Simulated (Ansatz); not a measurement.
PtI2. Charge 0, multiplicity 5. Geometry r2SCAN-D4/def2-TZVP; atoms count from 1.

```xyz
3

Pt    0.2071    1.0439   -0.1632
I    -0.7854   -0.6872   -1.8400
I     0.5783   -0.3568    2.0032
```

In the def2 sets I, Pt take a core potential; there is no spin–orbit coupling. At PBE0-D4/def2-TZVP a triplet of charge 0 lies 3.19 eV below the quintet, each at its own geometry. The structure comes from a short search, and lower isomers may exist.

(1) Estimate the Mulliken populations from the PBE0/def2-TZVP orbitals of Ansatz.

(2) Where does the spin sit?

(3) And the Mayer bond orders between heavy atoms (over 0.3)?

Results:

(1) 
| atom | charge (e) | spin (α − β) | d electrons |
| --- | --- | --- | --- |
| Pt1 | 0.15 | 2.32 | 8.30 |
| I2 | -0.07 | 0.84 | – |
| I3 | -0.07 | 0.84 | – |
Mulliken values depend strongly on the basis.

(2) Summed by element: Pt 2.32, I 1.68, of 4 unpaired in all. Largest on single atoms: Pt1 2.32, I2 0.84, I3 0.84.

(3) Pt1–I2 1.09 (2.61 Å); Pt1–I3 1.09 (2.61 Å).
